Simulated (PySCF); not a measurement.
MN15 single point of triplet ReS₂⁻ at its PBE0 minimum.

Input, equivalent to the run apart from its starting density:

```python
from pyscf import gto, scf, dft
mol = gto.M(atom='''
Re     0.000000    -0.000000    -0.178598
S      2.023166    -0.000000     0.536039
S     -2.023166     0.000000     0.536039''',
    basis={'Re': 'def2-SVPD', 'S': 'def2-SVPD'},
    ecp={'Re': 'def2-SVPD'},
    charge=-1, spin=2)
mf = dft.UKS(mol, xc='MN15')
mf.grids.atom_grid = (90, 434)
aux = {'Re': 'def2-universal-JKFIT', 'S': 'def2-universal-JKFIT'}
mf = mf.density_fit(auxbasis=aux)
mf.conv_tol = 1e-08
mf.diis_space = 10
mf.max_cycle = 60
mf.verbose = 4
mf.kernel()
```

SCF log (excerpt):

```
init E= -874.157855356662
cycle= 1 E= -874.163892305545  delta_E= -0.00604  |g|= 0.0835  |ddm|= 0.716
cycle= 2 E= -874.138904692641  delta_E= 0.025  |g|= 0.232  |ddm|= 0.333
cycle= 3 E= -874.167718663606  delta_E= -0.0288  |g|= 0.00883  |ddm|= 0.246
cycle= 4 E= -874.16782219925  delta_E= -0.000104  |g|= 0.0034  |ddm|= 0.0247
cycle= 5 E= -874.167885492576  delta_E= -6.33e-05  |g|= 0.00211  |ddm|= 0.0247
cycle= 6 E= -874.167928790221  delta_E= -4.33e-05  |g|= 0.00162  |ddm|= 0.0255
cycle= 7 E= -874.1679538476  delta_E= -2.51e-05  |g|= 0.000747  |ddm|= 0.0267
cycle= 8 E= -874.167958854302  delta_E= -5.01e-06  |g|= 0.000442  |ddm|= 0.0104
cycle= 9 E= -874.16796082724  delta_E= -1.97e-06  |g|= 0.000191  |ddm|= 0.00768
cycle= 10 E= -874.167961153684  delta_E= -3.26e-07  |g|= 0.000173  |ddm|= 0.00306
cycle= 11 E= -874.167961202688  delta_E= -4.9e-08  |g|= 6.14e-05  |ddm|= 0.000765
cycle= 12 E= -874.167961220414  delta_E= -1.77e-08  |g|= 1.77e-05  |ddm|= 0.000735
cycle= 13 E= -874.16796122163  delta_E= -1.22e-09  |g|= 8.26e-06  |ddm|= 0.000128
Extra cycle  E= -874.167961221706  delta_E= -7.64e-11  |g|= 1.34e-05  |ddm|= 3.84e-05
converged SCF energy = -874.167961221706  <S^2> = 2.0244055  2S+1 = 3.0162265
```

With open d or f shells other occupations or spin states may lie lower. The lowest empty level of this anion is unbound, so it and the gap depend on the basis. With an element this heavy the missing spin–orbit coupling can shift these numbers.

This run, together with those of the ionised and electron-attached species (not shown), took 9.9 s on 2 threads of a shared Arm Neoverse V1 host, with 89 basis functions; the process peaked at 0.83 GiB.
